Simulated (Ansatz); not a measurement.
System: CSi, charge 0, triplet. CSi (SMILES [C]=[Si], triplet).
B3LYP-D3(BJ)/def2-TZVP minimum from Ansatz (a first-principles code):
```
Si
C 1 1.7136
```
Charge 0, spin multiplicity 3.

Total energies in hartree (Ansatz). Open shells are spin-unrestricted; no spin-orbit coupling. Correlated methods leave the cores frozen. No relativity. The UHF reference of CSi ([C]=[Si], triplet) is spin-contaminated (<S^2> up to 0.53 over the pure value in the sets run).

| species | HF/cc-pV(T+d)Z | CCSD(T)/cc-pV(T+d)Z | HF/cc-pV(Q+d)Z | CCSD(T)/cc-pV(Q+d)Z | CCSD(T)/cc-pV(5+d)Z | CCSDT(Q)/cc-pV(5+d)Z |
|---|---|---|---|---|---|---|
| 1: CSi (SMILES [C]=[Si], triplet) | -326.64561 | -326.86540 | -326.65029 | -326.88091 | -326.88561 | -326.89019 |
| 2: Si (triplet) | -288.85649 | -288.93344 | -288.85845 | -288.93781 | -288.93909 | -288.93984 |
| 3: C (triplet) | -37.69157 | -37.78076 | -37.69331 | -37.78654 | -37.78824 | -37.78872 |

Question: Work out the atomisation energy (electronic, to ground-state atoms) in kJ/mol: take Hartree-Fock from cc-pV(Q+d)Z, extrapolate the CCSD(T) correlation energy as X^-3 (X = 3, 4), and add CCSDT(Q) - CCSD(T) in cc-pV(5+d)Z. 1 hartree = 2625.5 kJ/mol.

Answer: 
Species 1: correlation (64·(-0.23062) - 27·(-0.21979))/37 = -0.23852; step -0.00458; E1 = -326.65029 + (-0.23852) + (-0.00458) = -326.89339
Species 2: correlation (64·(-0.07936) - 27·(-0.07695))/37 = -0.08112; step -0.00075; E2 = -288.85845 + (-0.08112) + (-0.00075) = -288.94032
Species 3: correlation (64·(-0.09323) - 27·(-0.08919))/37 = -0.09618; step -0.00048; E3 = -37.69331 + (-0.09618) + (-0.00048) = -37.78997
-1·E1 +1·E2 +1·E3 = 0.16310 hartree = 428.2 kJ/mol.
